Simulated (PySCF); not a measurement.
C$_{6}$H$_{13}$O (SMILES CC(C)CC(C)[O]), doublet, geometry from GFN2-xTB; B3LYP5/STO-3G in PySCF.

Here is a job for PySCF.
```python
from pyscf import gto, scf, dft

mol = gto.M(
    atom='''
C    -1.676106    0.985417   -1.070405
C    -1.190708    0.717858    0.351732
C    -1.648906   -0.638955    0.847419
C     0.330595    0.811997    0.481722
C     1.048160   -0.279682   -0.383761
C     2.554929   -0.183687   -0.041245
O     0.584762   -1.506404   -0.129870
H    -1.390882    0.168536   -1.727539
H    -1.251879    1.909640   -1.456741
H    -2.760224    1.072659   -1.087264
H    -1.601836    1.499609    1.007654
H    -0.884043   -1.358829    0.439826
H    -2.628038   -0.923431    0.474873
H    -1.615804   -0.720525    1.930517
H     0.612054    0.648056    1.523165
H     0.692186    1.790354    0.164542
H     0.911948    0.000861   -1.449138
H     2.916228    0.824924   -0.220943
H     2.716404   -0.455345    0.998460
H     3.098008   -0.882961   -0.671227
''',
    basis='sto-3g',
    charge=0,
    spin=1,
    verbose=4,
)

mf = dft.UKS(mol)
mf.xc = 'b3lyp5'
mf.kernel()
```

The log (banner, timings and long lists left out):

```
PySCF version 2.14.0

[INPUT] verbose = 4
[INPUT] num. atoms = 20
[INPUT] num. electrons = 57
[INPUT] charge = 0
[INPUT] spin (= nelec alpha-beta = 2S) = 1
[INPUT] symmetry False subgroup None
[INPUT] Mole.unit = angstrom
[INPUT] Symbol           X                Y                Z      unit          X                Y                Z       unit  Magmom
[INPUT]  1 C     -1.676106000000   0.985417000000  -1.070405000000 AA   -3.167381295740   1.862168248491  -2.022772292365 Bohr   0.0
[INPUT]  2 C     -1.190708000000   0.717858000000   0.351732000000 AA   -2.250112014329   1.356555016328   0.664677149246 Bohr   0.0
[INPUT]  3 C     -1.648906000000  -0.638955000000   0.847419000000 AA   -3.115980745152  -1.207449955921   1.601389822753 Bohr   0.0
[INPUT]  4 C      0.330595000000   0.811997000000   0.481722000000 AA    0.624734008151   1.534451943968   0.910322648178 Bohr   0.0
[INPUT]  5 C      1.048160000000  -0.279682000000  -0.383761000000 AA    1.980735334724  -0.528522381971  -0.725203187289 Bohr   0.0
[INPUT]  6 C      2.554929000000  -0.183687000000  -0.041245000000 AA    4.828116077709  -0.347118122643  -0.077941754008 Bohr   0.0
[INPUT]  7 O      0.584762000000  -1.506404000000  -0.129870000000 AA    1.105040028053  -2.846690992949  -0.245418731797 Bohr   0.0
[INPUT]  8 H     -1.390882000000   0.168536000000  -1.727539000000 AA   -2.628386051587   0.318486882130  -3.264575579505 Bohr   0.0
[INPUT]  9 H     -1.251879000000   1.909640000000  -1.456741000000 AA   -2.365708451094   3.608696596514  -2.752841524425 Bohr   0.0
[INPUT] 10 H     -2.760224000000   1.072659000000  -1.087264000000 AA   -5.216067402451   2.027031735050  -2.054631185099 Bohr   0.0
[INPUT] 11 H     -1.601836000000   1.499609000000   1.007654000000 AA   -3.027031336469   2.833850303933   1.904190088322 Bohr   0.0
[INPUT] 12 H     -0.884043000000  -1.358829000000   0.439826000000 AA   -1.670599152339  -2.567814660117   0.831150682463 Bohr   0.0
[INPUT] 13 H     -2.628038000000  -0.923431000000   0.474873000000 AA   -4.966272064950  -1.745031684933   0.897379913951 Bohr   0.0
[INPUT] 14 H     -1.615804000000  -0.720525000000   1.930517000000 AA   -3.053427030977  -1.361594915902   3.648148408817 Bohr   0.0
[INPUT] 15 H      0.612054000000   0.648056000000   1.523165000000 AA    1.156614433445   1.224648353381   2.878364692523 Bohr   0.0
[INPUT] 16 H      0.692186000000   1.790354000000   0.164542000000 AA    1.308041967258   3.383278726020   0.310939315988 Bohr   0.0
[INPUT] 17 H      0.911948000000   0.000861000000  -1.449138000000 AA    1.723331959845   0.001627054193  -2.738473936700 Bohr   0.0
[INPUT] 18 H      2.916228000000   0.824924000000  -0.220943000000 AA    5.510872236788   1.558880433581  -0.417521759140 Bohr   0.0
[INPUT] 19 H      2.716404000000  -0.455345000000   0.998460000000 AA    5.133259603673  -0.860477342190   1.886815946333 Bohr   0.0
[INPUT] 20 H      3.098008000000  -0.882961000000  -0.671227000000 AA    5.854386651712  -1.668554468672  -1.268435197413 Bohr   0.0

nuclear repulsion = 332.49814434754
number of shells = 34
number of NR pGTOs = 144
number of NR cGTOs = 48
basis = sto-3g
ecp = {}

******** <class 'pyscf.dft.uks.UKS'> ********
method = UKS
initial guess = minao
damping factor = 0
level_shift factor = 0
DIIS = <class 'pyscf.scf.diis.CDIIS'>
diis_start_cycle = 1
diis_space = 8
diis_damp = 0
SCF conv_tol = 1e-09
SCF conv_tol_grad = None
SCF max_cycles = 50
direct_scf = True
direct_scf_tol = 1e-13
number electrons alpha = 29  beta = 28
XC library pyscf.dft.libxc version 7.1.2
    S. Lehtola, C. Steigemann, M. J. T. Oliveira, and M. A. L. Marques,  SoftwareX 7, 1–5 (2018)
XC functionals = b3lyp5
    P. A. M. Dirac,  Math. Proc. Cambridge Philos. Soc. 26, 376 (1930)
    F. Bloch,  Z. Phys. 57, 545 (1929)
    A. D. Becke,  Phys. Rev. A 38, 3098 (1988)
    C. Lee, W. Yang, and R. G. Parr,  Phys. Rev. B 37, 785 (1988)
    B. Miehlich, A. Savin, H. Stoll, and H. Preuss,  Chem. Phys. Lett. 157, 200 (1989)
    S. H. Vosko, L. Wilk, and M. Nusair,  Can. J. Phys. 58, 1200 (1980)
radial grids:
    Treutler-Ahlrichs [JCP 102, 346 (1995); DOI:10.1063/1.469408] (M4) radial grids

becke partition: Becke, JCP 88, 2547 (1988); DOI:10.1063/1.454033
pruning grids: <function nwchem_prune>
grids dens level: 3
symmetrized grids: False
atomic radii adjust function: <function treutler_atomic_radii_adjust>
small_rho_cutoff = 0
Set gradient conv threshold to 3.16228e-05
tot grids = 226296
init E= -308.112932994772

cycle= 1 E= -307.405156076263  delta_E= 0.708  |g|= 0.389  |ddm|= 3.75
cycle= 2 E= -307.342251962775  delta_E= 0.0629  |g|= 0.58  |ddm|= 1.36
cycle= 3 E= -307.545874342038  delta_E= -0.204  |g|= 0.0647  |ddm|= 0.796
cycle= 4 E= -307.548901028802  delta_E= -0.00303  |g|= 0.031  |ddm|= 0.128
cycle= 5 E= -307.549521089602  delta_E= -0.00062  |g|= 0.00405  |ddm|= 0.0462
cycle= 6 E= -307.549535656139  delta_E= -1.46e-05  |g|= 0.00194  |ddm|= 0.00971
cycle= 7 E= -307.549538366836  delta_E= -2.71e-06  |g|= 0.00033  |ddm|= 0.0034
cycle= 8 E= -307.54953861969  delta_E= -2.53e-07  |g|= 0.000141  |ddm|= 0.00133
cycle= 9 E= -307.549538794012  delta_E= -1.74e-07  |g|= 0.000111  |ddm|= 0.00124
cycle= 10 E= -307.549538938879  delta_E= -1.45e-07  |g|= 0.000105  |ddm|= 0.00111
cycle= 11 E= -307.549539195659  delta_E= -2.57e-07  |g|= 9.41e-05  |ddm|= 0.00211
cycle= 12 E= -307.549540168221  delta_E= -9.73e-07  |g|= 5.26e-05  |ddm|= 0.0115
cycle= 13 E= -307.549540414888  delta_E= -2.47e-07  |g|= 2.06e-05  |ddm|= 0.00728
cycle= 14 E= -307.549540433187  delta_E= -1.83e-08  |g|= 5.98e-06  |ddm|= 0.00224
cycle= 15 E= -307.54954043355  delta_E= -3.63e-10  |g|= 3.19e-06  |ddm|= 0.000246
Extra cycle  E= -307.549540433556  delta_E= -6.14e-12  |g|= 2.75e-06  |ddm|= 9.38e-06
converged SCF energy = -307.549540433556  <S^2> = 0.75231144  2S+1 = 2.0023101
```
